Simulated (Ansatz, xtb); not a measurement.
Relative energy of two isomers of C4H7NOSi

We compare I, `Cc1coc([SiH3])n1`, a singlet, with II, `Cc1ncc([SiH3])o1`, a singlet. Both are isolated molecules in the gas phase, relaxed with B3LYP-D3(BJ)/def2-SVP.

Quicker runs give these differences E(II) − E(I): GFN2-xTB −2.2 kcal/mol; HF/STO-3G −1.9 kcal/mol (at GFN2-xTB geometries); r2SCAN-D4/def2-SVP −4.0 kcal/mol (at GFN2-xTB geometries).

Q: Estimate E(II) − E(I) at the level CCSD(T)/def2-SVP + ΔMP2/def2-TZVPP.

A: Calculated at CCSD(T)/def2-SVP + ΔMP2/def2-TZVPP: E(II) − E(I) = −4.1 kcal/mol, so structure II lies lower.

How the difference moves with the method:

```
                             level               geometry  E(II) − E(I) (kcal/mol)  departure from the last row (kcal/mol)  job, with rough time for the two
                          GFN2-xTB               GFN2-xTB                      −2.2                                    +1.9              optimisation, 0.14 s
                         HF/STO-3G               GFN2-xTB                      −1.9                                    +2.2              single point, 0.56 s
                r2SCAN-D4/def2-SVP               GFN2-xTB                      −4.0                                    +0.2               single point, 3.7 s
             B3LYP-D3(BJ)/def2-SVP  B3LYP-D3(BJ)/def2-SVP                      −3.9                                    +0.3                optimisation, 56 s
                       HF/def2-SVP  B3LYP-D3(BJ)/def2-SVP                      −5.7                                    −1.5           part of the CCSD(T) run
                      MP2/def2-SVP  B3LYP-D3(BJ)/def2-SVP                      −3.4                                    +0.7           part of the CCSD(T) run
                  CCSD(T)/def2-SVP  B3LYP-D3(BJ)/def2-SVP                      −3.8                                    +0.3                      single point
CCSD(T)/def2-SVP + ΔMP2/def2-TZVPP  B3LYP-D3(BJ)/def2-SVP                      −4.1                                                        single point, 84 s
```

As drawn, both hold the same kinds of bond in the same numbers.

None of the levels shown reverses the order. The largest departure from CCSD(T)/def2-SVP + ΔMP2/def2-TZVPP is that of HF/STO-3G, 2.2 kcal/mol. A small imaginary or near-zero mode remains, so no thermal terms are given. The last row adds to CCSD(T) the change of the MP2 difference between the two basis sets, here −0.3 kcal/mol.

The correlated steps freeze 11 core orbitals. Codes used: Ansatz 0.2.0, xtb 6.7.1; the last row on 2 threads of Intel(R) Xeon(R) Platinum 8488C (Sapphire Rapids) on a shared host.
